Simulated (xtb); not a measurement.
hydrogen isocyanide (CHN), singlet, at a GFN2-xTB geometry, atoms displaced at random by about 0.1 Å a coordinate. Base run: GFN2-xTB in xtb.

xtb was given this input:
```
$ xtb mol.xyz --gfn 2 --opt --json

# file mol.xyz
3

C      0.03603368    -0.20214315    -0.77428932
N     -0.15785822    -0.03006369     0.52183902
H      0.08613548    -0.02248828     1.34159984
```

Base: optimiser steps 9.

A changed run: ΔE vs base (µEh) -3706; optimiser steps 9.

Task: Name the change that produced these shifts.
(A) engine = lbfgs
(B) engine = inertial
(C) opt level = tight
(D) opt level = loose
(E) alpb = ch2cl2

Result: E, alpb = ch2cl2
